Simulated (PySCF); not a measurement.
NICS in rings of unrelated molecules.

Definitions: NICS(0) = −σiso at the ring centroid; NICS(1) = −σiso and NICS(1)zz = −σzz at ±1 Å along the ring normal z. Level: GIAO PBE0/pcSseg-1 (PySCF, non-relativistic, gas phase) on the GFN2-xTB geometries, one conformer each. Atom numbers follow the mapped SMILES.

Question: Order these rings by mean NICS(1)zz, lowest (most negative) first (ppm).
A. ring N4–C5–C6–C7–C8 in `[F:1]/[CH:2]=[P:3]/[N:4]1[CH2:5][CH2:6][CH2:7][CH2:8]1`
B. ring Si4–C5–C6–C9 in `[CH3:1][CH2:2][CH2:3][Si@H:4]1[CH2:5][C@@H:6]([C:7]#[N:8])[CH2:9]1`
C. ring C5–C6–C7 in `[CH2:1]=[CH:2][C:3]#[C:4][C@@H:5]1[CH2:6][C@@H:7]1[C:8](=[CH2:9])[O-:10]` (charge -1)
D. ring C2–C3–C4–C6–P8 in `[CH3:1][C:2]1=[CH:3][C:4]([CH3:5])=[C:6]([CH3:7])[P@H:8]1=[O:9]`
E. ring C3–P4–C5–C6–C8 in `[CH3:1][O:2][c:3]1[pH:4][cH:5][c:6]([CH3:7])[c:8]1[CH3:9]`
F. ring C3–C4–C5–N6–C8–C9 in `[H]/[N:1]=[CH:2]\[c:3]1[cH:4][cH:5][n+:6]([O-:7])[cH:8][cH:9]1`
G. ring P3–C5–C6–C8–C9 in `[CH2:1]=[CH:2][P@@:3]1(=[O:4])[CH:5]=[C:6]([CH3:7])[CH2:8][CH2:9]1`

Answer: C (-23.1), F (-19.9), E (-10.5), A (-4.4), G (-2.8), D (3.0), B (5.4).

```csv
SMILES,ring,NICS(0),NICS(1),NICS(1)zz,HOMA,rms pucker (Å),ring atoms with four or more neighbours
C=CC#C[C@@H]1C[C@@H]1C(=C)[O-],3-membered carbocycle; formal bonds all single,-41.5,-8.5,-23.1,–,0.00,3
[H]/N=C\c1cc[n+]([O-])cc1,6-membered ring with N; formal bonds all aromatic,-5.9,-8.3,-19.9,0.94,0.00,0
COc1[pH]cc(C)c1C,5-membered ring with P; bonds drawn aromatic by RDKit's count,-5.6,-6.0,-10.5,0.09,0.04,0
F/C=P/N1CCCC1,5-membered ring with N; formal bonds all single,-7.1,-3.7,-4.4,–,0.17,4
C=C[P@@]1(=O)C=C(C)CC1,"5-membered ring with P; formal bonds 1 double, 4 single",-3.0,-3.6,-2.8,–,0.11,3
CC1=CC(C)=C(C)[P@H]1=O,"5-membered ring with P; formal bonds 2 double, 3 single",0.8,-2.4,3.0,–,0.01,1
CCC[Si@H]1C[C@@H](C#N)C1,4-membered ring with Si; formal bonds all single,0.5,-0.8,5.4,–,0.08,4
```

NICS(0) gives another order. The isotropic NICS(1) gives the same order. HOMA uses Krygowski's 1993 parameters; it is left out where a ring has a four-coordinate atom, a triple bond, no multiple bond or a kind of bond without parameters. NICS(1) and NICS(1)zz are means over the two faces.
